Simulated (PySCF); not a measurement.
Species: C6H7F2O (charge +1).
Atom-mapped SMILES: `[O+:1]#[C:2][CH2:3][C@@:4]1([F:5])[CH2:6][CH2:7][C@H:8]1[F:9]` (hydrogens: H10, H11 on C3; H12, H13 on C6; H14, H15 on C7; H16 on C8)

Computed, not measured: PySCF, TDDFT B3LYP/def2-SVPD, vertical, gas phase, core orbitals frozen in the response. Geometry: GFN2-xTB, one conformer, isolated ion.

Frontier orbitals with the atoms that hold most of them (Löwdin shares over 4%, at most four atoms; ? is withheld):

```json
{"orbital": "LUMO+2", "ε (eV)": "-4.55", "atoms": "C2 29%, C3 15%, O1 14%, H10 9%"}
{"orbital": "LUMO+1", "ε (eV)": "-7.64", "atoms": "C2 44%, O1 30%, C3 10%, H11 7%"}
{"orbital": "LUMO", "ε (eV)": "-7.97", "atoms": "?"}
{"orbital": "HOMO", "ε (eV)": "?", "atoms": "?"}
{"orbital": "HOMO-1", "ε (eV)": "-13.84", "atoms": "C7 22%, C8 19%, F9 15%, C6 9%"}
{"orbital": "HOMO-2", "ε (eV)": "-14.29", "atoms": "C6 26%, F5 21%, C7 20%, C4 10%"}
{"orbital": "HOMO-3", "ε (eV)": "-14.54", "atoms": "C7 26%, C6 22%, H14 13%, H12 11%"}
```

**Question.** Which atoms hold the HOMO, and with what shares?

**Answer.** C8 (bonded to 2 C, F and H) 18%; C4 (bonded to 3 C and F) 16%; C6 (bonded to 2 C and 2 H) 13%; F5 (bonded to C) 12%. By element: carbon 47% or more, fluorine 12% or more.

**Question.** Give the leading atoms of the LUMO.

**Answer.** C2 (bonded to C and O) 42%; O1 (bonded to C) 32%; C3 (bonded to 2 C and 2 H) 11%; H10 (bonded to C) 6%. By element: carbon 53% or more, oxygen 32%, hydrogen 6% or more.

**Question.** What is the HOMO energy, and the HOMO–LUMO gap?

**Answer.** ε(HOMO) = -13.62 eV; the gap is 5.65 eV (0.2075 hartree).

**Question.** The HOMO–LUMO gap is 5.65 eV. Where does the response calculation put the lowest singlet, and from which orbitals?

**Answer.** S1 is at 4.67 eV (f = 0.0059), 0.97 eV below the gap, made of HOMO→LUMO (97%). 

**Question.** One configuration dominates each of S1, S2, S3, S4, S5 and S6. Which, and how do the shares of the two leading atoms of either orbital change from the occupied to the empty one?

**Answer.** 
- S1 (4.67 eV, f 0.0059), HOMO→LUMO (97%): C8 18% → at most 6%, C4 16% → at most 6%, C2 at most 12% → 42%, O1 at most 12% → 32%
- S2 (4.93 eV, f 0.0030), HOMO-1→LUMO (82%): C7 22% → at most 6%, C8 19% → at most 6%, C2 at most 9% → 42%, O1 at most 9% → 32%
- S3 (5.12 eV, f 0.018), HOMO→LUMO+1 (73%): C8 18% → at most 7%, C4 16% → at most 7%, C2 at most 12% → 44%, O1 at most 12% → 30%
- S4 (5.25 eV, f 0.0074), HOMO-1→LUMO+1 (89%): C7 22% → at most 7%, C8 19% → at most 7%, C2 at most 9% → 44%, O1 at most 9% → 30%
- S5 (5.49 eV, f 0.047), HOMO-2→LUMO (80%): C6 26% → at most 6%, F5 21% → at most 6%, C2 at most 10% → 42%, O1 at most 10% → 32%
- S6 (5.73 eV, f 0.0011), HOMO-2→LUMO+1 (90%): C6 26% → at most 7%, F5 21% → at most 7%, C2 at most 10% → 44%, O1 at most 10% → 30%

Löwdin shares depend on the basis, the more so with diffuse functions.
